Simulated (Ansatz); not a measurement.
Reaction (formal exchange of groups at the Al–C bond): `F[CH2][AlH2]` + `C/C(N)=C\[SiH3]` → `C/[C]([AlH2])=C\[SiH3]` + `NCF`

Gas-phase electronic energies from Ansatz, PBE0-D4/def2-TZVP geometries. CCSD(T)/CBS is the MP2 limit (def2-TZVPP, def2-QZVPP) plus CCSD(T) − MP2 in def2-TZVPP, frozen cores. Double bonds are as drawn, so ΔE can hold a change between cis and trans. DFT in def2-TZVPP. Each species was taken in one conformer, which may not be the lowest.

| level | ΔE (kcal/mol) |
| --- | --- |
| r2SCAN | -3.5 |
| CCSD(T)/def2-TZVPP | -6.6 |

What does CCSD(T)/CBS give? (An estimate is asked.)

Ansatz gave: -5.8 kcal/mol. The listed levels differ from it by 2.3, -0.8 kcal/mol.

Largest T1 diagnostic among the species: 0.012.
